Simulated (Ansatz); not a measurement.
Reaction (ligand exchange at a Mg–O bond): `[SiH3][O][Mg][O][SiH3]` + NH₃ → `[NH2][Mg][O][SiH3]` + `O[SiH3]`

Program: Ansatz. Geometries: PBE0-D4/def2-TZVP. ΔE: electronic, gas phase. CBS: MP2 limit from def2 TZ/QZ plus the TZ coupled-cluster correction, frozen cores. This one scheme is used for every species. Functionals use def2-TZVPP. B3LYP here is the variant with VWN-RPA as its local correlation; programs differ in this. HSE06 is defined as in plane-wave codes. For Mg outer-core shells are correlated without core-valence functions, which leaves a few kJ/mol of doubt a bond. One conformer a species, not always the lowest.

`[SiH3][O][Mg][O][SiH3]`:

```xyz
11

Si    1.117   -0.060   -3.207
O     0.594   -0.034   -1.681
Mg    0.008   -0.002    0.003
O    -0.578    0.029    1.687
Si   -1.119    0.061    3.207
H     2.552   -0.461   -3.279
H     0.335   -1.028   -4.030
H     0.990    1.283   -3.845
H    -0.053   -0.347    4.168
H    -1.575    1.429    3.589
H    -2.272   -0.869    3.389
```

NH₃:

```xyz
4

N    -0.051    0.156    0.229
H     0.032    0.726   -0.604
H     0.810   -0.370    0.316
H    -0.792   -0.512    0.059
```

`[NH2][Mg][O][SiH3]`:

Cartesian coordinates in Å:
```
N 0.264 -0.725 2.912
Mg 0.101 -0.270 1.099
O -0.055 0.163 -0.635
Si -0.199 0.545 -2.192
H 1.051 -1.183 3.346
H -0.419 -0.556 3.635
H -1.627 0.543 -2.627
H 0.351 1.905 -2.475
H 0.534 -0.422 -3.063
```

`O[SiH3]`:

Z-matrix (Å, degrees):
```
Si
O 1 1.648
H 1 1.489 2 111.7
H 1 1.489 2 111.7 3 120.9
H 1 1.481 2 105.9 3 -119.6
H 2 0.957 1 117.9 3 -60.5
```

```tsv
level	ΔE (kcal/mol)	difference from CCSD(T)/CBS
PBE-D4	21.5	-3.3
HSE06-D4	22.4	-2.4
PBE	21.2	-3.6
PBE0	22.2	-2.6
B3LYP	22.7	-2.1
BHLYP	23.8	-1.0
CAM-B3LYP	22.9	-1.9
MP2/def2-TZVPP	23.6	-1.2
CCSD(T)/def2-TZVPP	23.5	-1.3
MP2/CBS(def2)	24.9	0.1
CCSD(T)/CBS	24.8	0
```

Largest T1 diagnostic among the species: 0.011.

In def2-TZVPP, CCSD(T) changes the Hartree–Fock value by −1.7 kcal/mol (the triples alone add −0.3 kcal/mol) and MP2 by −1.6 kcal/mol. From PBE to PBE0 (25 % exact exchange), in def2-TZVPP and without D4, ΔE moves by +1.0 kcal/mol. Leaving LDA and LC-ωPBE aside and taking each functional with its dispersion term where it has one, the values, not all of them listed here, spread over 2.8 kcal/mol, from PBE-D4 to BHLYP-D4. LDA lies −0.7 kcal/mol from PBE without D4.
